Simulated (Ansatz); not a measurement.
The same molecule with X = B, Ga, In. Ansatz, PBE0-D4/def2-TZVP geometries, multiplicity 1.

Elements past krypton have def2 core potentials. Scalar relativity is left out up to krypton.

```
 X        molecule  mean X–C bond length / Å  mean X–H bond length / Å  HOMO energy (PBE0/def2-TZVPP) / eV  HOMO energy (PBE/def2-TZVPP) / eV  LUMO energy (B3LYP/def2-TZVPP) / eV
 B          `BC=O`                     1.538                     1.192                               -7.80                              -6.42                                -1.77
In  `O=[CH][InH2]`                     2.215                     1.724                               -6.37                              -5.14                                -2.26
```

(1) Give the row for X = Ga, `O=[CH][GaH2]`. (Best estimate.)

## Answers

(1) Computed: 
| X | molecule | mean X–C bond length / Å | mean X–H bond length / Å | HOMO energy (PBE0/def2-TZVPP) / eV | HOMO energy (PBE/def2-TZVPP) / eV | LUMO energy (B3LYP/def2-TZVPP) / eV |
| --- | --- | --- | --- | --- | --- | --- |
| Ga | `O=[CH][GaH2]` | 2.014 | 1.566 | -6.67 | -5.37 | -2.14 |

From B to In the mean X–C bond length rises at each step, by 0.677 Å in all; the mean X–H bond length rises at each step, by 0.532 Å in all; the HOMO energy (PBE0/def2-TZVPP) rises at each step, by 1.43 eV in all; the HOMO energy (PBE/def2-TZVPP) rises at each step, by 1.28 eV in all; the LUMO energy (B3LYP/def2-TZVPP) falls at each step, by 0.49 eV in all. Bonds lengthen as the atom grows down the group.

B3LYP here is the variant with VWN-RPA as its local correlation; programs differ in this.
